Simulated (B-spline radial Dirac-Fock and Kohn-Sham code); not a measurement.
## Elastic and transport cross sections of phosphorus for electrons

Calculated with a radial atomic solver, using relativistic (Dirac) partial waves in the static field of the Dirac-Fock atom with Furness-McCarthy exchange, without polarisation or absorption potentials. σ_tr1 and σ_tr2 weight the cross section with 1 − P₁ and 1 − P₂ of cos θ; "backward" is the share scattered beyond 90°.

```tsv
energy (eV)	σ (a₀²)	σ_tr1 (a₀²)	σ_tr2 (a₀²)	σ/σ_tr1	backward (%)
747	6.18	0.803	1.20	7.70	4.5
756	6.13	0.790	1.18	7.77	4.5
1000	5.09	0.527	0.857	9.66	3.2
1080	4.83	0.470	0.781	10.3	3.0
1210	4.46	0.397	0.679	11.2	2.6
1380	4.07	0.325	0.576	12.5	2.2
1440	3.95	0.305	0.545	12.9	2.1
1500	3.83	0.286	0.517	13.4	2.0
1630	3.61	0.252	0.464	14.3	1.8
2000	3.11	0.183	0.352	16.9	1.3
2070	?	?	?	?	?
2150	2.94	0.164	0.318	18.0	1.2
2520	2.61	0.127	0.254	20.5	0.99
3000	2.28	0.0959	0.197	23.8	0.79
3790	1.89	0.0653	0.139	29.0	0.59
3890	1.85	0.0626	0.133	29.6	0.57
3980	1.82	0.0602	0.129	30.2	0.55
5000	1.51	0.0411	0.0903	36.7	0.41
7000	1.14	0.0232	0.0526	49.0	0.27
```

Problem. Fill in the row for 2.07 keV.

Solution. σ = 3.03 a₀², σ_tr1 = 0.174 a₀², σ_tr2 = 0.335 a₀², σ/σ_tr1 = 17.4, backward 1.3 %. The ratio σ/σ_tr1 is roughly the number of elastic collisions that randomise the direction.
